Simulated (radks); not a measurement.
Te L, configuration [He] 2s1.

Method: scalar-relativistic Kohn-Sham, BLYP, spin-polarised, spherical densities, finite nucleus; open shells are filled with parallel spins first (spin-orbit coupling, left out, can overturn this in heavy ions); Fermi nuclear charge, rms radius 4.7423 fm; computed with a radial shooting solver on a logarithmic mesh with Libxc functionals.

Energy parts (hartree):
| part | energy |
|---|---|
| total | -3107.36544 |
| kinetic | 3348.62598 |
| electron-nucleus | -6511.32408 |
| Hartree | 94.79711 |
| exchange-correlation | -39.46445 |

Orbitals (lengths in bohr, moments of r in powers of bohr):
orbital  occ.  eigenvalue (hartree)      <r>
1s up       1             -1346.991  0.02766
1s down     1             -1346.437  0.02766
2s up       1             -329.7424   0.1124

The highest occupied level is 2s up at -8972.7 eV. Summed over all electrons, <r^2> = 0.01689 bohr^2, which gives a Langevin (diamagnetic) susceptibility term of -0.0134 x 10^-6 cm^3/mol. The electron density at the nucleus is 2.207e+05 e/bohr^3 (large components only).
